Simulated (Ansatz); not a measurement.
```yaml
crystal:
  periodic: [false, false, false]
  atoms:
    - {symbol: C, position_ang: [-1.662051, 0.380910, 0.443853]}
    - {symbol: Si, position_ang: [0.117283, 0.139251, -0.085861]}
    - {symbol: C, position_ang: [0.634016, -1.614865, 0.315673]}
    - {symbol: N, position_ang: [0.998679, 1.388945, 0.701315]}
    - {symbol: N, position_ang: [0.442945, 0.335551, -1.763095]}
    - {symbol: H, position_ang: [-2.309811, -0.362019, -0.029146]}
    - {symbol: H, position_ang: [-1.778362, 0.275145, 1.526915]}
    - {symbol: H, position_ang: [-2.025630, 1.372312, 0.161752]}
    - {symbol: H, position_ang: [0.479733, -1.829596, 1.376501]}
    - {symbol: H, position_ang: [0.053811, -2.346903, -0.254647]}
    - {symbol: H, position_ang: [1.691540, -1.774874, 0.090522]}
    - {symbol: H, position_ang: [1.989091, 1.489554, 0.550037]}
    - {symbol: H, position_ang: [0.730151, 1.712309, 1.615476]}
    - {symbol: H, position_ang: [0.275467, 1.218220, -2.217695]}
    - {symbol: H, position_ang: [0.341238, -0.434639, -2.402400]}
basis:
  gaussian: {orbitals: x2c-TZVPPall, fitting: {mean_field: cc-pVTZ-jkfit}, nuclear_model: gaussian}
total_charge: 1
magnetization: {spin_polarized: true, initial_magnetization: 1}
hamiltonian: {xc: {name: PBE}}
```

```sh
$ ansatz run in.yaml --threads 4 --pin off --events-out ev --progress --plain --max-ram 10444MiB
```

Output, abridged:

```
Functional definition: PBE
737 factors; integrals over basis functions are off by at most 9.9e-1 eV
mean field evaluation 1: about -13067.3891 eV, gradient 9.0e1 eV
mean field evaluation 2: about -13030.7596 eV, gradient 1.2e2 eV
mean field evaluation 4: about -13094.5535 eV, gradient 2.8e1 eV
mean field evaluation 8: about -13099.4820 eV, gradient 1.5e0 eV
mean field evaluation 16: about -13099.5033 eV, gradient 2.1e-3 eV
mean field -13099.50334365 eV, -481.3978687169 hartree, gradient 2.4e-5 eV, S^2 0.752761; 2 other end points of the search recorded, 0 dependent functions left out
reference -13099.50338772 eV, -481.3978703365 hartree; 25, 24 occupied and 281, 282 virtual orbitals, 737 factors
Total energy: -13099.50338772 eV, -481.3978703365 hartree
Relativity: scalar
```

Run time 4.6 s (4 threads of an Intel Xeon 6975P-C on a shared host); peak host memory 0.64 GiB.
